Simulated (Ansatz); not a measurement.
Species: YBr3 (charge 0, singlet). 
Coordinates optimised at B3LYP-D3(BJ)/def2-TZVP (Ansatz, a quantum-chemistry and plane-wave program):
```
Y
Br 1 2.6037
Br 1 2.6037 2 120.00
Br 1 2.6037 2 120.00 3 -180.00
```

Basis-set convergence of Hartree-Fock and CCSD correlation energies (hartree) with Ansatz. Correlated levels leave the core frozen unless marked. No spin-orbit coupling. The frozen core is the preceding noble-gas configuration, with the filled d and f shells of earlier blocks. Past Kr the def2 sets carry scalar-relativistic core potentials.

```csv
basis,functions,E(HF),"E(corr, CCSD)"
def2-SVP,127,-7754.48520,-0.43156
def2-TZVPP,200,-7755.43884,-0.57217
def2-QZVPP,348,-7755.58873,-0.62870
```

Extrapolating the two largest sets (X = 3 and 4) as X^-3: E(corr) = (64·(-0.62870) - 27·(-0.57217))/37 = -0.6700 Eh, an estimate of the basis-set limit. The largest set recovers 93.8 % of it, the smallest 64.4 %.
